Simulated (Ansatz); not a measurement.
The same path of AlH10NOSi2 (15 atoms, charge 0, multiplicity 1) was run twice with different band settings. Lost on the way: Al1–H2, N9–H15. Made: H2–H15.

The calculation used RKS PBE/6-31G* (Ansatz).

Relaxed end points:

```xyz
15
Properties=species:S:1:pos:R:3
Al -0.258 0.130 -0.238
H -1.164 -0.656 0.842
O 1.430 -0.365 -0.354
Si 2.560 -1.348 -1.039
H 1.959 -2.427 -1.904
H 3.512 -0.560 -1.902
H 3.389 -2.029 0.018
H -0.938 0.693 -1.593
N 0.140 1.911 0.757
H 1.171 1.937 0.749
Si -0.608 3.361 -0.054
H -2.073 3.098 -0.141
H -0.355 4.583 0.779
H 0.047 3.492 -1.385
H -0.149 1.812 1.739
```

```xyz
15
Properties=species:S:1:pos:R:3
Al 0.360 0.722 -0.976
H -0.793 0.080 2.634
O 1.738 -0.297 -0.841
Si 2.610 -1.674 -1.136
H 1.835 -2.661 -1.966
H 3.875 -1.337 -1.873
H 2.979 -2.338 0.160
H -0.916 0.311 -1.827
N 0.433 2.294 -0.100
H 1.289 2.484 0.432
Si -0.762 3.574 -0.092
H -1.917 3.094 -0.918
H -1.258 3.895 1.292
H -0.245 4.858 -0.683
H -0.569 0.626 2.169
```

Common settings: movable images 7; climbing image yes; spring 5.0 eV/Å²; optimiser quadratic models (default); start path through a guess of the saddle point; iteration limit 60; end points relaxed.

| run | force threshold |
| --- | --- |
| 1 | 0.03 eV/Å |
| 2 | 0.5 eV/Å |

Question: What does each run give, and how far can it be trusted?

Answer: Run 1: converged after 32 iterations, highest image 1.122 eV above the first end. A vibrational analysis at the climbing image gives one clearly imaginary mode, 1200i cm⁻¹: a first-order saddle point.
Run 2: converged after 10 iterations, highest image 1.168 eV above the first end. The threshold of 0.5 eV/Å is loose, so the images may lie well off the minimum-energy path. The order of the stationary point at the top wasn't checked.
The orbitals stay closed-shell, which can raise the energy where a bond breaks towards radicals; this wasn't checked here.
